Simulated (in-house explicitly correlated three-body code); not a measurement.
Computed with an exponentially correlated three-body code. Model: two electrons around a point charge, non-relativistic, variational in 260 exponentially correlated functions (energies converged to about 1e-7 hartree, or 1e-8 relative for large Z).

Command:
```bash
python run_hyl.py task.json out
```
Settings (lengths in bohr, energies in hartree):
```
Z                      9
screening              2.25
interaction_strength   1
functions              260
states_tried           13
```

Run time, properties included: 44 s on 1 thread of Intel(R) Xeon(R) Platinum 8375C CPU @ 2.90GHz (Ice Lake), on a shared host.

**Those bound S and P states to n = 4 that converged, binding against the one-electron ion.**

Given: nuclear charge 9; Yukawa screening of all interactions 2.25 1/bohr.

Computed: one-electron threshold -23.5644866 hartree.

```tsv
term	energy (hartree)	binding (eV)
1 1S	-43.625031	545.88
2 3S	-23.6906171	3.4322
2 1S	-23.6314807	1.823
```

**Converged states only, values per electron or pair (inverse distances are <exp(-kr)/r>).**

```
term  mean r (bohr)  mean r squared (bohr²)  mean inverse r (1/bohr)  mean r12 (bohr)  mean inverse r12 (1/bohr)  mean cosine  mean p1 dot p2 (bohr⁻²)  delta r1 (bohr⁻³)  delta r12 (bohr⁻³)
1 1S        0.18322                0.045569                   6.4945          0.27059                     3.3621     -0.01384                  0.93315             199.18              20.628
2 3S         0.9251                  1.9737                   3.5016           1.6887                    0.12044    -0.001036                0.0062658             109.75                   -
2 1S          1.135                  3.2113                   3.4732           2.1045                    0.13263   -0.0010923                 0.012796             109.08             0.56217
```

**Static dipole response.**

| state | polarisability (bohr³) |
| --- | --- |
| 1 1S | 0.0021002 |
